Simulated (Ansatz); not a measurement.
A structure relaxed at PBE0-D4/def2-TZVP, charge 0, multiplicity 1:

| atom | x (Å) | y (Å) | z (Å) |
| --- | --- | --- | --- |
| I1 | 1.692 | 1.730 | -0.363 |
| Ge2 | 0.084 | -0.128 | 0.098 |
| I3 | -1.869 | 0.737 | 1.397 |
| I4 | -0.700 | -1.131 | -2.054 |
| H5 | 0.793 | -1.208 | 0.923 |

Problem. Give its formula and SMILES.

Solution. GeHI3, `[I][GeH]([I])[I]`.

Problem. Point group (tolerance 0.08 Å, 0.16 Å for H)?

Solution. C3v.

Problem. Summarise the bond lengths by kind.

Solution. 3 × Ge–I 2.501 Å; 1 × Ge–H 1.533 Å.

Results of the Gaussian-basis code of Ansatz.
